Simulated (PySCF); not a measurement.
## Ca: excitation energy

Ca [Ar] 4s2 (1S) → Ca [Ar] 4p2 (3P), as a difference of total energies. All numbers are calculated (PySCF 2.14, the spin-free X2C one-electron Hamiltonian (Gaussian nucleus), in ANO-RCC-VTZP). Correlated levels: valence and next inner shell: [Ne] frozen. The calculations carry no spin-orbit coupling.

```csv
method,excitation energy (eV),error (eV)
UHF,4.183,-0.591
MP2 (valence and next inner shell),4.897,+0.123
SCS-MP2 (valence and next inner shell),4.976,+0.202
CCSD (valence and next inner shell),4.900,+0.126
CCSD(T) (valence and next inner shell),4.936,+0.162
```

Reference: 4.774 eV (measured; NIST levels, between the centres of gravity of the two terms).

Errors of the correlated levels include the incompleteness of this basis and the frozen core.

The basis was made for the ground configuration and has no added diffuse functions, so the excitation energy can come out too high.

The coupled-cluster amplitudes are large for the upper state (T1 above 0.03 or a double amplitude above 0.15), so a single reference is strained.
